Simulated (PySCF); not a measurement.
Isomers of C8H7F3, mass 160.050 u with the commonest isotopes. The calculation used PBE0-D3(BJ)/def2-SVP geometry optimisation, gas phase (PySCF 2.14.0). One conformer each, none proved a minimum here; rigid rotors.

Question: Order these by rotational constant C, smallest first.
A. `FC(F)(F)[C@]12C[C@H]3[C@@H]4[C@H]3[C@H]1[C@@H]42`
B. 4-methylbenzotrifluoride (`Cc1ccc(C(F)(F)F)cc1`)
C. `CC=C=C=C=C(C)C(F)(F)F`
D. `[CH:1]#[C:2][C:3](=[CH2:4])/[CH:5]=[CH:6]/[CH2:7][C:8]([F:9])([F:10])[F:11]` with C2–C3–C5–C6 1°, C5–C6–C7–C8 123°

Answer: C (385.6 MHz), D (440.2 MHz), B (565.9 MHz), A (851.9 MHz).

Question: Order these by rotational constant A, largest first.
A. `Cc1ccc(C(F)(F)F)cc1` (4-methylbenzotrifluoride)
B. `[CH:1]#[C:2][C:3](=[CH2:4])/[CH:5]=[CH:6]/[CH2:7][C:8]([F:9])([F:10])[F:11]` with C2–C3–C5–C6 1°, C5–C6–C7–C8 123°
C. `CC=C=C=C=C(C)C(F)(F)F`

Answer: A (2816 MHz), C (2491 MHz), B (2259 MHz).

Question: Order these by rotational constant B, largest first.
A. `CC=C=C=C=C(C)C(F)(F)F`
B. `FC(F)(F)[C@]12C[C@H]3[C@@H]4[C@H]3[C@H]1[C@@H]42`
C. `[CH:1]#[C:2][C:3](=[CH2:4])/[CH:5]=[CH:6]/[CH2:7][C:8]([F:9])([F:10])[F:11]` with C2–C3–C5–C6 1°, C5–C6–C7–C8 123°
D. 4-methylbenzotrifluoride (`Cc1ccc(C(F)(F)F)cc1`)

Answer: B (913.4 MHz), D (628.3 MHz), C (488.8 MHz), A (410.7 MHz).

| SMILES | point group | Ia (u·Å²) | Ib (u·Å²) | Ic (u·Å²) | κ | μa (D) | μb (D) | μc (D) |
| --- | --- | --- | --- | --- | --- | --- | --- | --- |
| CC=C=C=C=C(C)C(F)(F)F | C1 | 202.89 | 1230.64 | 1310.48 | -0.98 | 2.87 | 1.46 | 0.16 |
| C#CC(=C)/C=C/CC(F)(F)F | C1 | 223.75 | 1033.89 | 1148.03 | -0.95 | 1.45 | 0.97 | 1.17 |
| Cc1ccc(C(F)(F)F)cc1 | C1 | 179.45 | 804.38 | 893.13 | -0.94 | 3.17 | 0.02 | 0.11 |
| FC(F)(F)[C@]12C[C@H]3[C@@H]4[C@H]3[C@H]1[C@@H]42 | Cs | 202.37 | 553.28 | 593.27 | -0.93 | 2.56 | 0.00 | 0.00 |
